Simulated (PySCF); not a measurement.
1,1-difluoro-1-methoxyethane (C3H6F2O), SMILES O(C(F)(F)C)C.

Coordinates come from a PBE0-D3(BJ)/def2-SVP optimisation. Other conformers were not sampled.

Computed with TDA-PBE/def2-SVPD in PySCF.

Vertical excitations. Isolated molecule, no solvent.

### Question
Give excitation energies, oscillator strengths and character. (An estimate is asked for; the answer gives what the named calculation found.)

### Answer

```
state  energy (eV)  λ (nm)      f          main pairs
-----  -----------  ------  -----  ------------------
S1            6.99     177  0.002     HOMO→LUMO 100 %
S2            7.76     160  0.018    HOMO→LUMO+1 98 %
S3            8.10     153  0.021    HOMO→LUMO+2 98 %
S4            8.19     151  0.004   HOMO−1→LUMO 100 %
S5            8.48     146  0.014    HOMO→LUMO+3 97 %
S6            8.65     143  0.003    HOMO→LUMO+4 96 %
S7            8.88     140  0.018    HOMO→LUMO+5 98 %
S8            8.95     138  0.017  HOMO−1→LUMO+1 92 %
S9            9.05     137  0.035    HOMO−2→LUMO 90 %
S10           9.13     136  0.001    HOMO→LUMO+6 97 %
T1            6.88     180      0     HOMO→LUMO 100 %
T2            7.60     163      0    HOMO→LUMO+1 97 %
T3            7.94     156      0    HOMO→LUMO+2 97 %
T4            8.09     153      0    HOMO−1→LUMO 98 %
```
Triplets are in the Tamm–Dancoff approximation.
